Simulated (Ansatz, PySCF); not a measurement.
Gas-phase reaction in SMILES: [C]=C=[C] + 6 [H][H] (H2) → 3 C (CH4)
Geometries: B3LYP-D3(BJ)/def2-TZVP minima from Ansatz (a first-principles code). Unstable Hartree-Fock reference: [C]=C=[C].

Quantity: energy of full hydrogenation (0 K, with B3LYP-D3(BJ) harmonic zero-point energies from PySCF), in eV. Cores are frozen in the correlated levels unless marked. No spin-orbit coupling. Non-relativistic. CBS(X,Y): correlation extrapolated as X^-3; Hartree-Fock from the larger set.

```csv
level,program,energy of full hydrogenation (eV)
HF/aug-cc-pVTZ,Ansatz,-10.54
BLYP-D3(BJ)/def2-TZVPD,Ansatz + dftd3,-9.64
revPBE-D4/def2-TZVPD,Ansatz + dftd4,-10.13
BP86/def2-TZVPD,PySCF,-10.31
B97M-V/def2-TZVPD,Ansatz,-10.69
B3LYP-D4/def2-TZVPD,Ansatz + dftd4,-10.38
B3LYP/def2-TZVPD,Ansatz,-10.36
PBE0/6-31G*,Ansatz,-11.71
r2SCAN0/def2-TZVPD,Ansatz,-11.38
M06-2X/def2-TZVPD,PySCF,-10.62
MN15-D3(BJ)/def2-TZVPD,PySCF + dftd3,-10.32
CAM-B3LYP-D3(BJ)/def2-TZVPD,Ansatz + dftd3,-10.99
wB97M-V/def2-TZVPD,Ansatz,-10.65
PBE-QIDH/def2-TZVPD,Ansatz,-11.34
MP2/6-31G*,Ansatz,-10.24
MP2/cc-pVDZ,Ansatz,-10.54
RI-MP2/aug-cc-pVTZ,Ansatz,-10.71
RI-MP2/aug-cc-pVQZ,Ansatz,-10.72
"RI-MP2/CBS(cc-pVTZ,cc-pVQZ)",Ansatz,-10.77
SCS-MP2/cc-pVTZ,Ansatz,-10.45
"CCSD(T)/CBS(cc-pVTZ,cc-pVQZ)",Ansatz,-10.51
```
